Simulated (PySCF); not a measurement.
nitrogen atom (N), quartet; CAMB3LYP/def2-SVP run with PySCF.

Here is a job for PySCF.
```python
from pyscf import gto, scf, dft

mol = gto.M(
    atom='''
N     0.00000000    0.00000000    0.00000000
''',
    basis='def2-svp',
    spin=3,
    verbose=4,
)

mf = dft.UKS(mol)
mf.xc = 'camb3lyp'
mf.grids.atom_grid = (99, 590)
mf.grids.prune = None
mf.kernel()
```

The log (banner, timings and long lists left out):

```
PySCF version 2.14.0

[INPUT] verbose = 4
[INPUT] num. atoms = 1
[INPUT] num. electrons = 7
[INPUT] charge = 0
[INPUT] spin (= nelec alpha-beta = 2S) = 3
[INPUT] symmetry False subgroup None
[INPUT] Mole.unit = angstrom
[INPUT] Symbol           X                Y                Z      unit          X                Y                Z       unit  Magmom
[INPUT]  1 N      0.000000000000   0.000000000000   0.000000000000 AA    0.000000000000   0.000000000000   0.000000000000 Bohr   0.0

nuclear repulsion = 0
number of shells = 6
number of NR pGTOs = 24
number of NR cGTOs = 14
basis = def2-svp
ecp = {}

******** <class 'pyscf.dft.uks.UKS'> ********
method = UKS
initial guess = minao
damping factor = 0
level_shift factor = 0
DIIS = <class 'pyscf.scf.diis.CDIIS'>
diis_start_cycle = 1
diis_space = 8
diis_damp = 0
SCF conv_tol = 1e-09
SCF conv_tol_grad = None
SCF max_cycles = 50
direct_scf = True
direct_scf_tol = 1e-13
number electrons alpha = 5  beta = 2
XC library pyscf.dft.libxc version 7.1.2
    S. Lehtola, C. Steigemann, M. J. T. Oliveira, and M. A. L. Marques,  SoftwareX 7, 1–5 (2018)
XC functionals = camb3lyp
    T. Yanai, D. P. Tew, and N. C. Handy,  Chem. Phys. Lett. 393, 51 (2004)
radial grids:
    Treutler-Ahlrichs [JCP 102, 346 (1995); DOI:10.1063/1.469408] (M4) radial grids

becke partition: Becke, JCP 88, 2547 (1988); DOI:10.1063/1.454033
pruning grids: None
grids dens level: 3
symmetrized grids: False
atomic radii adjust function: <function treutler_atomic_radii_adjust>
User specified grid scheme (99, 590)
small_rho_cutoff = 0
Set gradient conv threshold to 3.16228e-05
tot grids = 58416
init E= -54.19400112637

cycle= 1 E= -54.4986294859849  delta_E= -0.305  |g|= 0.162  |ddm|= 0.833
cycle= 2 E= -54.5137813103706  delta_E= -0.0152  |g|= 0.0656  |ddm|= 0.247
cycle= 3 E= -54.5162193565199  delta_E= -0.00244  |g|= 0.00761  |ddm|= 0.0902
cycle= 4 E= -54.5162780427066  delta_E= -5.87e-05  |g|= 0.000234  |ddm|= 0.0183
cycle= 5 E= -54.5162780875872  delta_E= -4.49e-08  |g|= 1.62e-05  |ddm|= 0.000502
cycle= 6 E= -54.5162780878096  delta_E= -2.22e-10  |g|= 3.95e-07  |ddm|= 3.73e-05
Extra cycle  E= -54.5162780878097  delta_E= -9.95e-14  |g|= 1.21e-07  |ddm|= 7.78e-07
converged SCF energy = -54.5162780878097  <S^2> = 3.7526849  2S+1 = 4.0013422
```
